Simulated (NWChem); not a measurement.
# GeSiH3Cl3; SMILES [GeH3][Si](Cl)(Cl)Cl

Computed with NWChem. Pople sets run with spherical d functions. Geometry: optimised at PBE0/def2-SVP. Static field.

```json
[
 {"level": "PBE0/6-31G*", "basis functions": "110", "isotropic polarisability (bohr³)": "78.6", "anisotropy (bohr³)": "8.9", "relative time": "2"},
 {"level": "PBE0/def2-SVP", "basis functions": "119", "isotropic polarisability (bohr³)": "78.2", "anisotropy (bohr³)": "8.4", "relative time": "1"},
 {"level": "PBE0/def2-SVPD", "basis functions": "167", "isotropic polarisability (bohr³)": "99.9", "anisotropy (bohr³)": "11.2", "relative time": "3"},
 {"level": "PBE0/aug-cc-pVDZ", "basis functions": "171", "isotropic polarisability (bohr³)": "100.1", "anisotropy (bohr³)": "11.3", "relative time": "10"}
]
```

Times are rough ratios from one shared machine.
